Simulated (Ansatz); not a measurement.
C₁₀H₇FSSe, SMILES [se]1c(ccc1)/C=C/c1scc(F)c1. Heavy atoms are numbered as in [F:1][c:2]1[cH:3][s:4][c:5](/[CH:6]=[CH:7]/[c:8]2[cH:9][cH:10][cH:11][se:12]2)[cH:13]1.

Computed with PBE0-D3(BJ)/def2-SVP run with Ansatz (a quantum-chemistry and plane-wave program).

Bond lengths of the relaxed neutral molecule (Å): F1–C2 1.326, C2–C3 1.371, C2–C13 1.413, C3–S4 1.714, S4–C5 1.735, C5–C6 1.444, C5–C13 1.382, C6–C7 1.353, C7–C8 1.444, C8–C9 1.380, C8–Se12 1.873, C9–C10 1.419, C10–C11 1.370, C11–Se12 1.848.

Problem. How do the bond lengths change in the relaxed cation? (The exact figures need the calculation; the answer reports its results.)

Solution. 
| bond | neutral (Å) | cation (Å) |
|---|---|---|
| F1–C2 | 1.326 | 1.307 |
| C2–C3 | 1.371 | 1.397 |
| C2–C13 | 1.413 | 1.391 |
| C3–S4 | 1.714 | 1.693 |
| S4–C5 | 1.735 | 1.749 |
| C5–C6 | 1.444 | 1.405 |
| C5–C13 | 1.382 | 1.406 |
| C6–C7 | 1.353 | 1.390 |
| C7–C8 | 1.444 | 1.403 |
| C8–C9 | 1.380 | 1.412 |
| C8–Se12 | 1.873 | 1.884 |
| C9–C10 | 1.419 | 1.393 |
| C10–C11 | 1.370 | 1.392 |
| C11–Se12 | 1.848 | 1.830 |
